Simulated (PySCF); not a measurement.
Al(Br)(vinyl)(NH2) (C2H5AlBrN), SMILES C=[CH][Al]([NH2])[Br]. Geometry optimised at PBE-D3(BJ)/def2-SVP. The structure was generated by enumeration; whether it is a known compound was not checked. One conformer was computed; it need not be the lowest.

Computed equilibrium geometry at PBE-D3(BJ)/def2-SVP (PySCF confirms it by a frequency run) as Cartesian coordinates in Å (one conformer of several):
```xyz
10

Al     0.6448     0.0982    -0.0380
Br    -1.5629     0.0871     0.5287
C      1.2815    -0.9064    -1.5791
C      2.5803    -0.9425    -1.9523
H      0.5670    -1.4847    -2.1960
H      2.9327    -1.5166    -2.8294
H      3.3708    -0.3995    -1.4022
N      1.7307     1.0592     0.9909
H      1.4256     1.5949     1.8064
H      2.7394     1.1613     0.8610
```
Charge 0, spin multiplicity 1.
